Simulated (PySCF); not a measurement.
## Where the electron goes

Pentachloroethane, C₂HCl₅.
Structure used (PBE0-D3(BJ)/def2-TZVP), in Å, numbered top down from 1:
```
atom  x, y, z in Å
Cl1    1.0897   -1.8306   -0.3990
C2     0.7675   -0.1138   -0.1926
Cl3    1.7989    0.5608    1.0629
C4    -0.7262    0.1537    0.0947
Cl5   -1.2457   -0.6055    1.5902
Cl6   -0.9674    1.9038    0.1856
Cl7   -1.6713   -0.4691   -1.2642
H8     1.0135    0.3853   -1.1276
```

The calculation used TDDFT CAM-B3LYP/aug-cc-pVTZ, vertical, gas phase, core orbitals frozen in the response in PySCF. Isolated species at its PBE0-D3(BJ)/def2-TZVP geometry, gas phase.

Frontier orbitals with the atoms that hold most of them (Löwdin shares over 4%, at most four atoms; ? is withheld):

```json
{"orbital": "HOMO-3", "ε (eV)": "-10.95", "atoms": "Cl1 29%, Cl3 28%, Cl6 12%, Cl7 12%"}
{"orbital": "HOMO-2", "ε (eV)": "-10.58", "atoms": "Cl3 27%, Cl1 26%, C2 14%, Cl5 9%"}
{"orbital": "HOMO-1", "ε (eV)": "-10.48", "atoms": "?"}
{"orbital": "HOMO", "ε (eV)": "-10.15", "atoms": "?"}
{"orbital": "LUMO", "ε (eV)": "0.00", "atoms": "Cl5 25%, Cl6 24%, Cl7 24%, C4 17%"}
{"orbital": "LUMO+1", "ε (eV)": "0.28", "atoms": "H8 47%, C2 12%, Cl6 8%, Cl7 7%"}
{"orbital": "LUMO+2", "ε (eV)": "0.32", "atoms": "Cl7 21%, Cl6 20%, C4 19%, C2 13%"}
```

Q: Which atoms hold the HOMO-1, and with what shares?

A: Cl5 (bonded to C) 40%; Cl6 (bonded to C) 18%; Cl7 (bonded to C) 18%; C4 (bonded to C and 3 Cl) 12%. By element: chlorine 76% or more, carbon 12% or more.

Q: Give the leading atoms of the HOMO.

A: Cl3 (bonded to C) 24%; Cl1 (bonded to C) 24%; Cl6 (bonded to C) 19%; Cl7 (bonded to C) 19%.

Q: The HOMO–LUMO gap is 10.15 eV. Where does the response calculation put the lowest singlet, and from which orbitals?

A: S1 is at 6.51 eV (f = 0.0005), 3.64 eV below the gap, made of HOMO-1→LUMO (37%), HOMO→LUMO (36%). Its leading pair isn't HOMO and LUMO; the energies of that pair differ by 10.48 eV. 

Next come S2 at 6.78 eV (f 0.0063), HOMO-1→LUMO (38%), HOMO→LUMO (20%), HOMO-6→LUMO (11%); S3 at 6.91 eV (f 0.0042), HOMO→LUMO+2 (49%), HOMO-2→LUMO (14%), HOMO-7→LUMO (9%); S4 at 6.95 eV (f 0.012), HOMO→LUMO+3 (52%), HOMO→LUMO+1 (9%); S5 at 6.96 eV (f 0.017), HOMO-4→LUMO (34%), HOMO→LUMO+2 (19%), HOMO-2→LUMO (13%).

Löwdin shares depend on the basis, the more so with diffuse functions.

The run took 2.2 min on one thread of an Intel Xeon Platinum 8259CL at 2.50 GHz, no GPU, shared host with 96 logical CPUs at a one-minute load of 50, and the process peaked at 1.7 GiB of memory.
